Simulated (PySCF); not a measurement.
**BrRuN: double against triple zeta**

Base calculation in PySCF with density fitting and no spin–orbit coupling, PBE0/def2-SVP (scalar-relativistic core potentials): singlet, Cs, Ru–Br 2.423 Å, Ru–N 1.542 Å; Br–Ru–N 135.7°; wavenumbers 102, 275, 1291 cm⁻¹; dipole moment 3.05 D, gap between the highest occupied and lowest empty levels 3.41 eV, polar-tensor charge of Ru 1.18 e, atomisation energy (no zero-point energy) 779 kJ/mol.

**Question.** What changes on going to PBE0/def2-TZVP (scalar-relativistic core potentials)?

**Answer.** The point group stays the same. Changes: mean bond to Ru -0.005 Å, smallest bond angle -0.2 degrees, highest wavenumber -18 cm⁻¹, lowest wavenumber +8 cm⁻¹, dipole moment +0.14 D, gap between the highest occupied and lowest empty levels 0.00 eV, polar-tensor charge of Ru 0.00 e, atomisation energy (no zero-point energy) +6 kJ/mol. The new structure has Ru–Br 2.413 Å, Ru–N 1.542 Å; Br–Ru–N 135.5°, with wavenumbers 110, 274, 1273 cm⁻¹. The larger basis shortens the bonds, as added polarisation functions usually do.

The structures come from searches over a few start shapes, so lower isomers are not excluded.
